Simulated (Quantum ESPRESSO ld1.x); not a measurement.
Results of a calculation; reference values are marked as such.
Species: Ni18+. Configuration: [Ne]. Code: ld1.x of Quantum ESPRESSO 7.5. Model: scalar-relativistic Kohn-Sham, LDA (Slater exchange, VWN5 correlation), spin-polarised, spherical densities, point nucleus. Some entries of the table are withheld. Estimate them.

orbital  occ.  eigenvalue (hartree)  r(max) (bohr)
1s          2              -326.264          0.035
2s          2                   (1)            (2)
2p          6                   (3)          0.163
3s          0                   (4)            (5)
3p          0                   (6)          0.546

Answer. 
(1) 2s eigenvalue (hartree): -59.6484
(2) 2s r(max) (bohr): 0.203
(3) 2p eigenvalue (hartree): -54.9114
(4) 3s eigenvalue (hartree): -22.8348
(5) 3s r(max) (bohr): 0.564
(6) 3p eigenvalue (hartree): -21.4031
